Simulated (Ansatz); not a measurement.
A run for Ansatz (an electronic-structure program): R-PBE/def2-TZVPPD on C2H5F3 (a complex). Files ending in .json are basis or fitting sets from the Basis Set Exchange.

Ansatz 0.2 input:
```yaml
crystal:
  periodic: [false, false, false]
  atoms:
    - {symbol: C, position_ang: [0.08672985, -0.71236164, -0.22889416]}
    - {symbol: F, position_ang: [0.32033012, 0.51066980, 0.40338687]}
    - {symbol: H, position_ang: [-0.02825051, -1.47859878, 0.53634464]}
    - {symbol: H, position_ang: [-0.82289845, -0.62502595, -0.82320302]}
    - {symbol: H, position_ang: [0.93838050, -0.93642624, -0.87133675]}
    - {symbol: F, position_ang: [0.02989755, -1.11216262, 3.08486284]}
    - {symbol: C, position_ang: [0.28493594, 0.20142357, 3.36723849]}
    - {symbol: F, position_ang: [0.32677353, 0.34248939, 4.72225178]}
    - {symbol: H, position_ang: [-0.52937391, 0.80654702, 2.97105149]}
    - {symbol: H, position_ang: [1.25675916, 0.46397718, 2.95153279]}
basis:
  gaussian:
    orbitals: def2-TZVPPD.json
hamiltonian:
  xc: {name: PBE}
scf: {lower_state_search: off}
```

It printed:

```
WARN ansatz: RAYON_NUM_THREADS=1 ignored (pool sized by the plan → 1); use --threads N
Functional definition: PBE
these checks for a lower state are left out or cut short: stability, starts, cluster_reference, orbital_swaps, neighbouring_geometries, increment
integrals: 0.19 GiB planned
1234 factors; their error is unknown
mean field: 1.43 GiB planned
mean field evaluation 1: about -10293.9526 eV, gradient 5.4e1 eV
mean field evaluation 2: about -10289.9531 eV, gradient 6.9e1 eV
mean field evaluation 4: about -10299.7017 eV, gradient 5.2e0 eV
mean field evaluation 8: about -10299.7435 eV, gradient 9.3e-2 eV
mean field evaluation 16: about -10299.7090 eV, gradient 2.6e-4 eV
mean field -10299.70904317 eV, -378.5073259428 hartree, gradient 7.6e-7 eV, S^2 0.000000; 0 other end points of the search recorded, 0 dependent functions left out
reference -10299.70910452 eV, -378.5073281975 hartree; 22, 22 occupied and 257, 257 virtual orbitals, 1234 factors
Total energy: -10299.70910452 eV, -378.5073281975 hartree
Checks for a lower state left out: stability, starts, cluster_reference, orbital_swaps, neighbouring_geometries, increment
```

The run converged.

Cost: about 4 core-seconds (a rough figure).
